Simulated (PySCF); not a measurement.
## How methods differ on the ionisation energy of Fe(9+)

Fe(9+) [Ne] 3s2 3p5 [3p1/2^2 3p3/2^3, M_J = 3/2] → Fe(10+) [Ne] 3s2 3p4 [3p1/2^2 3p3/2^2, M_J = 2], as a difference of total energies. Calculation: PySCF 2.14, in an even-tempered Gaussian basis (20 s from 0.53 bohr⁻², ratio 2.4; 14 p from 0.69 bohr⁻², ratio 2.4; 5 d from 4.6 bohr⁻², ratio 2.6; 4 f from 6.8 bohr⁻², ratio 2.6); the two-component X2C-1e Hamiltonian. Correlated levels: 1s2 frozen; the 52 highest virtual spinors dropped. "Screened" scales the spin-orbit matrix elements by Boettger's factors to mimic the two-electron term; Breit and QED terms are absent.

| method | ionisation energy (eV) |
| --- | --- |
| GHF (spin-free) | 260.46 |
| GMP2 (spin-free) | 261.31 |
| GHF (screened spin-orbit) | 260.22 |
| GMP2 (screened spin-orbit) | 261.08 |

The labels give the starting determinants; with spin-orbit coupling the two ends relaxed to ⟨J²⟩ = 3.75, ⟨L²⟩ = 2.00, ⟨S²⟩ = 0.75 and ⟨J²⟩ = 6.01, ⟨L²⟩ = 2.18, ⟨S²⟩ = 1.91.

Which method comes closest to the reference value, and which is furthest?

The reference is 262.1 ± 0.12 eV (semi-empirical (NIST evaluation); NIST Atomic Spectra Database, ionization energies). Closest: GMP2 (spin-free) (error -0.790 eV); furthest: GHF (screened spin-orbit) (error -1.880 eV).
